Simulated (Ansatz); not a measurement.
Process, species as SMILES: NB(Br)Br → N[B]Br + Br atom (the B-Br bond at the site shown breaks; other sites are not compared here)
Each molecule is optimised on its own at B3LYP-D3(BJ)/def2-TZVP (Ansatz, a program for electronic structure), one conformer each, not searched for the lowest. Frequencies are from Ansatz.

Wanted: bond dissociation energy (enthalpy at 298 K, with B3LYP-D3(BJ) rigid-rotor harmonic-oscillator terms), in kcal/mol. Valence correlation only, unless marked. Open shells are spin-unrestricted. No spin-orbit coupling. The frozen core is the preceding noble-gas configuration, with the filled d and f shells of earlier blocks. No relativistic terms. CBS marks a two-point X^-3 extrapolation of the correlation energy; Hartree-Fock from the larger set (for Q and 5 zeta extrapolated as (X+1)exp(-9√X)).

CCSD(T)/CBS(cc-pVQZ,cc-pV5Z) (Ansatz) gives 105.5 kcal/mol.

Question: Another calculation gave 101.7 kcal/mol. Which level was it?
(A) revPBE/def2-TZVPD (Ansatz)
(B) SVWN5/def2-TZVPD (Ansatz)
(C) PBE-QIDH/def2-TZVPD (Ansatz)
(D) r2SCANh/def2-TZVPD (Ansatz)

Answer: D, r2SCANh/def2-TZVPD (Ansatz). The others give 97.8 (revPBE), 105.1 (PBE-QIDH), 119.9 (SVWN5) kcal/mol.
